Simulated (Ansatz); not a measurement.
Consider the isomerisation: `CB(O)Br` → `OCBBr`.

Program: Ansatz. Geometries: PBE0-D4/def2-TZVP. ΔE: electronic, gas phase. CBS: MP2 limit from def2 TZ/QZ plus the TZ coupled-cluster correction, frozen cores. Functionals use def2-TZVPP. HSE06 is defined as in plane-wave codes. For Br outer-core shells are correlated without core-valence functions, which leaves a few kJ/mol of doubt a bond. Scalar relativity is left out up to krypton. One conformer a species, not always the lowest.

`CB(O)Br`:

Cartesian coordinates in Å:
```
C 0.886 0.559 -0.087
B -0.407 -0.301 -0.020
O -1.295 -0.177 0.983
Br -0.779 -1.611 -1.422
H 0.960 1.246 0.757
H 1.771 -0.083 -0.101
H 0.915 1.133 -1.017
H -2.051 -0.766 0.907
```

`OCBBr`:

```xyz
8

O     1.044    1.071    0.524
C     0.579    0.088   -0.362
B    -0.788   -0.591   -0.112
Br   -1.849   -0.095    1.397
H     0.385    1.191    1.216
H     1.318   -0.729   -0.440
H     0.535    0.496   -1.388
H    -1.224   -1.431   -0.835
```

Task: Is it downhill or uphill in electronic energy at CCSD(T)/CBS, and by how much? (An estimate is asked.)

Result: Ansatz gave: Uphill: ΔE = +244.6 kJ/mol.

Task: What do these levels give: revPBE-D4, BLYP-D4, HSE06-D4, CAM-B3LYP-D4, ωB97M-V, r2SCAN, LC-ωPBE, RPA@PBE/def2-TZVPP, MP2/def2-SVP, CCSD(T)/def2-SVP, MP2/def2-QZVPP, CCSD/CBS(def2)? (Estimate.)

Result: Computed: revPBE-D4 235.2, BLYP-D4 238.8, HSE06-D4 241.3, CAM-B3LYP-D4 245.2, ωB97M-V 245.7, r2SCAN 247.3, LC-ωPBE 244.7, RPA@PBE/def2-TZVPP 237.1, MP2/def2-SVP 268.6, CCSD(T)/def2-SVP 258.9, MP2/def2-QZVPP 252.4, CCSD/CBS(def2) 244.9 kJ/mol.

Largest T1 diagnostic among the species: 0.011.

Leaving LDA and LC-ωPBE aside and taking each functional with its dispersion term where it has one, the values, not all of them listed here, spread over 15.8 kJ/mol, from revPBE-D4 to B97M-V. From BLYP to BHLYP (50 % exact exchange), in def2-TZVPP and without D4, ΔE moves by +7.5 kJ/mol.
